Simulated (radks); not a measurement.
Results of a calculation; reference values are marked as such.
Ionisation of C, [He] 2s2 2p2, to C+, [He] 2s2 2p1, under several functionals. Dirac Kohn-Sham, spin-unpolarised, spherical densities, finite nucleus; open shells fill j = l - 1/2 first; a radial shooting solver on a logarithmic mesh with Libxc functionals.

PBE: E(C) (hartree) -37.76524; Exc (hartree) -5.07823; IE (eV) 10.865; -e(HOMO) (eV) 5.288; <r> HOMO (bohr) 1.799; IE error (eV) -0.395
B86b exchange with PBE correlation: E(C) (hartree) -37.80544; Exc (hartree) -5.12167; IE (eV) 10.898; -e(HOMO) (eV) 5.311; <r> HOMO (bohr) 1.795; IE error (eV) -0.362
SOGGA: E(C) (hartree) -37.55741; Exc (hartree) -4.85721; IE (eV) 10.689; -e(HOMO) (eV) 5.140; <r> HOMO (bohr) 1.803; IE error (eV) -0.571
Wu-Cohen GGA: E(C) (hartree) -37.67158; Exc (hartree) -4.98009; IE (eV) 10.819; -e(HOMO) (eV) 5.244; <r> HOMO (bohr) 1.793; IE error (eV) -0.441
XLYP: E(C) (hartree) -37.85251; Exc (hartree) -5.16979; IE (eV) 10.878; -e(HOMO) (eV) 5.283; <r> HOMO (bohr) 1.806; IE error (eV) -0.383
AM05: E(C) (hartree) -37.50592; Exc (hartree) -4.79998; IE (eV) 10.773; -e(HOMO) (eV) 5.216; <r> HOMO (bohr) 1.799; IE error (eV) -0.487
LDA (Slater exchange, Perdew-Zunger correlation): E(C) (hartree) -37.44092; Exc (hartree) -4.72957; IE (eV) 10.992; -e(HOMO) (eV) 5.422; <r> HOMO (bohr) 1.794; IE error (eV) -0.269

NIST Atomic Spectra Database: 11.260 eV (measured). Closest: LDA (Slater exchange, Perdew-Zunger correlation). The Delta-SCF values span 0.30 eV, the total energies 0.41 hartree. The highest occupied level is 2p1/2. Spin polarisation and multiplet splitting are left out, so open shells lie too high by an amount that depends on their filling.

Beside tabulated values, note that spin-unpolarised runs miss the spin-polarisation part of the exchange energy of open shells.
